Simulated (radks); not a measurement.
Q: Spherical quantum dot in the effective-mass picture: electrons in a hard-walled sphere of radius 10.7, with a point charge +1 (a donor) at the centre, all in effective atomic units (hartree* = m*/eps^2 hartree, bohr* = eps/m* bohr), one dielectric constant everywhere. Calculated with a radial shooting solver with Libxc functionals: non-relativistic Kohn-Sham, PBE, spin-polarised, spherical densities. Levels are named by radial order and angular momentum (1s, 1p, 1d, 2s, ...), and open shells are averaged over m. Each electron was tried in the lowest free levels, single moves between levels near the top were tried too, and the lowest total energy was kept; such a search can miss a lower state. The series stops at N = 6: beyond it a trial failed or the search could not be trusted, so later rows were left out. Give the order in which the levels fill up to N = 6, the shell closures and the spin along the way.

A: Shells are first occupied in the order 1s, 2s, 1p. Open shells at each N (closed shells left out): 1: 1s(up 1, down 0); 2: none; 3: 2s(up 1, down 0); 4: 1p(up 2, down 0); 5: 1p(up 3, down 0); 6: 1p(up 3, down 0) 2s(up 1, down 0). All shells are closed at N = 2 (there: 1s2). Largest 2S: 4, at N = 6.
